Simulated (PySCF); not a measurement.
**UHF on Pd⁺ (palladium, charge +1)**

Configuration: [Kr] 4d9, 2D determinant. Computed with PySCF 2.14 in cc-pVDZ-PP with ECP28MDF (4s4p3d1f, 38 functions), with scalar relativity through the core potential.

```json
{"Total energy": "-126.376248 hartree", "One-electron energy": "-220.2473 hartree", "Hartree (Coulomb) energy": "105.6943 hartree", "Exchange energy": "-11.8232 hartree", "⟨S²⟩": "0.7558", "⟨L²⟩": "6.035", "Sum of ⟨r⟩": "21.41 bohr", "Sum of ⟨r²⟩": "32.50 bohr²", "Traceless quadrupole moment −½Σ⟨3z² − r²⟩ along its main axis": "-0.693 e·bohr²", "Time after the integrals": "0.15 s of wall time on 1 thread of Neoverse-V1 (shared host)"}
```

| shell | electrons | mean orbital energy (eV) | spread (eV) | rms radius, mean of both spins (bohr) |
| --- | --- | --- | --- | --- |
| 4s α | 1 | -117.81 | 0 | 1.02 |
| 4s β | 1 | -115.81 | 0 | 1.02 |
| 4p α | 3 | -78.789 | 1.709 | 1.13 |
| 4p β | 3 | -76.316 | 1.134 | 1.13 |
| 4d α | 5 | -21.112 | 2.015 | 1.59 |
| 4d β | 4 | -20.004 | 1.506 | 1.59 |

Energies and moments cover only the electrons outside the core potential.
